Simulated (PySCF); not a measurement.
**Computed structure and properties of [Ir3]−**

System: [Ir3]− (triplet); start: template (D∞h). Method: PySCF 2.14.0, UKS BP86, Ir def2-SVP with ECP60; non-relativistic Hamiltonian with scalar-relativistic core potentials where named; density fitting; no spin-orbit coupling.

Input of the relaxation:

```python
mol = gto.M(atom='''
Ir     0.00000     0.00000     2.45000
Ir     0.00000     0.00000     0.00000
Ir     0.00000     0.00000    -2.45000''',
    basis={'Ir': 'def2-SVP'},
    ecp={'Ir': 'def2-SVP'},
    charge=-1, spin=2)
mf = dft.UKS(mol, xc='B88,P86')
mf.grids.atom_grid = (50, 194)
mf = mf.density_fit()  # fitting sets: Ir def2-universal-JKFIT
mf.conv_tol = 1e-08; mf.max_cycle = 55
mf.kernel(dm0)  # dm0: converged density of the start geometry
# quasi-Newton relaxation in Cartesian coordinates to a largest gradient under 0.00045 Eh/bohr, steps kept in the point group
```

Run from Python with OMP_NUM_THREADS=2; the lines above give its settings. Where DIIS fails, smearing, a level shift and second-order steps follow.
It took 120 s on 2 threads of Arm Neoverse V1, on a shared host, from the converged density of the start.

Course of the relaxation:

```csv
step,energy above end (eV),largest force component within the symmetry (eV/Å)
0,0.7832,3.252
1,0.1156,1.561
2,0.0471,1.189
3,0.0010,0.164
4,0.0000,0.015
5,0.0000,0.000
```

Relaxed geometry (D∞h):

```xyz
3

Ir    0.0000    0.0000    2.2481
Ir    0.0000    0.0000    0.0000
Ir    0.0000    0.0000   -2.2481
```

```json
{"contact": "Ir2–Ir1", "Å": "2.248"}
{"contact": "Ir3–Ir2", "Å": "2.248"}
{"contact": "Ir3–Ir1", "Å": "4.496"}
```

On the finer grid (75, 302):

| Item | Value |
| --- | --- |
| HOMO | 0.06 eV |
| LUMO | 0.25 eV |
| Dipole about the centre of mass | 0.00 D |
| Spin squared | 2.001 |
| Set of Mulliken populations of Ir1 outside the core potential | s 3.52, p 6.02, d 7.86, f 0.01 |
| D3(BJ) dispersion energy (not in the energies) | -0.297 eV |

| atom | Mulliken (e) | Löwdin (e) | spin (e) |
| --- | --- | --- | --- |
| Ir1 | -0.41 | -0.35 | 0.66 |
| Ir2 | -0.18 | -0.30 | 0.67 |
| Ir3 | -0.41 | -0.35 | 0.66 |

The highest filled level lies above zero, as often for anions with such functionals and bases; it isn't the detachment energy.

On the grid (50, 194), as all that follows. Harmonic modes: a minimum within the noise of the softest modes; lowest 20 cm⁻¹ (negative: unstable), highest 307 cm⁻¹, zero-point energy 0.033 eV.

One start shape was tried, so this needn't be the lowest isomer.

Open shells may have lower solutions than the one found.
